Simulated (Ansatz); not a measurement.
# A basis-limit estimate, worked out

An elementary step of SiHCl4F, closed shell (SiCl₄ ([Cl][Si]([Cl])([Cl])[Cl]) + HF → SiCl₃F ([F][Si]([Cl])([Cl])[Cl]) + HCl; Si–Cl, H–F broken or loosened, Si–F, Cl–H formed or tightened). “Start” and “end” are the PBE0-D4/def2-TZVP structures reached by relaxing down either side of its saddle point, with the molecules still in contact.

Program: Ansatz 0.2.0. Basis: def2-TZVPP and def2-QZVPP. Cores are frozen in the correlated methods.

Energies in eV:

| quantity | end | start |
| --- | --- | --- |
| Hartree–Fock, triple zeta (X = 3) | -60607.97235 | -60607.23587 |
| Hartree–Fock, quadruple zeta (X = 4) | -60609.74905 | -60608.99042 |
| MP2 correlation, X = 3 | -30.71875 | -30.98797 |
| MP2 correlation, X = 4 | -33.83135 | -34.14612 |
| CCSD(T) correlation, X = 3 | -33.77095 | -33.95431 |

(1) Work out the step energy at the basis limit: extrapolate Hartree–Fock as E(X) = E∞ + A exp(−7.88 √X) and the MP2 correlation as E(X) = E∞ + B X^−2.97 (the exponents that Neese and Valeev fitted for def2-TZVPP and QZVPP), then add CCSD(T) − MP2 in triple zeta.

No T1 diagnostic of these runs exceeds 0.011.

Results:

(1) Each step is linear, so take the differences first (end − start): Hartree–Fock -0.73648 (X = 3) and -0.75863 (X = 4); MP2 correlation 0.26922 and 0.31477; CCSD(T) correlation 0.18336.
Two points give E∞ = E(4) + w [E(4) − E(3)], with w = 1/(exp(7.88 (2 − √3)) − 1) = 0.1377 for Hartree–Fock and w = 1/((4/3)^2.97 − 1) = 0.7407 for the correlation.
Hartree–Fock: -0.75863 + 0.1377 × (-0.02215) = -0.7617 eV.
MP2 correlation: 0.31477 + 0.7407 × 0.04555 = 0.3485 eV.
CCSD(T) − MP2: 0.18336 − 0.26922 = -0.0859 eV.
Sum: -0.7617 + 0.3485 + (-0.0859) = -0.4991 eV, or -11.51 kcal/mol. Plain CCSD(T) in triple zeta gives -0.5531 eV, so the larger basis shifts the result by 0.0540 eV.

Labels in which every atom is bracketed show which atoms are joined, not bond orders.

For scale, one of the runs: CCSD(T)/def2-TZVPP, 255 basis functions, launched by `ansatz run in.yaml --threads 8 --pin off --events-out ev --progress --plain --max-ram 19148MiB`. Time: 2.3 min of wall clock on 8 CPU threads of an Arm Neoverse V1; the host was shared. Peak host memory: 5.2 GiB.
